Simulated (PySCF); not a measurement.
Isomers of C3H10BNO2, one conformer each; single-point electronic energies without zero-point terms and without any empirical dispersion term.

Level: PBE0/pcSseg-1 in PySCF, non-relativistic, each on one gas-phase PBE0-D3(BJ)/def2-SVP geometry that isn't relaxed in the solvent. The solvent is an IEF-PCM continuum (Bondi radii, 1.10 Å for H, scaled by 1.2). The model holds no explicit solvent molecules, cavitation or dispersion.

```
                isomer  relative energy, gas (kJ/mol)  dipole (D)
           `COB(CN)OC`                            0.0        0.57
`[BH3-][NH2+]COC(C)=O`                          162.1        6.49
```

Task: How do the relative energies look in dimethylsulfoxide (ε = 46.83)?

Result: 
```csv
isomer,"relative energy, solvent (kJ/mol)",E(solvent) − E(gas) (kJ/mol),dipole in solvent (D)
`COB(CN)OC`,0.0,-21.0,0.67
`[BH3-][NH2+]COC(C)=O`,126.9,-56.2,7.66
```

The order is unchanged. Conformers: `[CH3:1][O:2][B:3]([CH2:4][NH2:5])[O:6][CH3:7]` with C1–O2–B3–C4 4°, O2–B3–C4–N5 52°, B3–C4–N5–H 65° and -178°, O2–B3–O6–C7 2°; `[BH3-:1][NH2+:2][CH2:3][O:4][C:5]([CH3:6])=[O:7]` with B1–N2–C3–O4 172°, N2–C3–O4–C5 70°, C3–O4–C5–C6 176°. `[BH3-][NH2+]COC(C)=O` gains most from the continuum, and it has the largest gas-phase dipole. The gains span 35.2 kJ/mol, the gas-phase energies 162.1 kJ/mol.
